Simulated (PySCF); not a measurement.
4-tert-butylpyridine (C9H13N), SMILES CC(C)(C)c1ccncc1.

Geometry optimised at PBE0-D3(BJ)/def2-SVP.

Level of theory: B3LYP/def2-SVP (PySCF).

Problem. Estimate the frontier levels, gap, dipole moment and polarisability. (The exact figures need the calculation; the answer reports its results.)

Solution. 
The highest occupied level is -6.82 eV and the lowest empty level comes out as -0.67 eV. The orbital gap is 6.15 eV and the dipole moment comes out as 2.73 D. The quadrupole, principal values (traceless, Buckingham form, about the centre of nuclear charge) comes out as -9.22, -0.19, 9.41 D·Å. The mean static polarisability comes out as 99.0 bohr³ (14.67 Å³) and the polarisability, principal values is 69.4, 106.0, 121.5 bohr³.
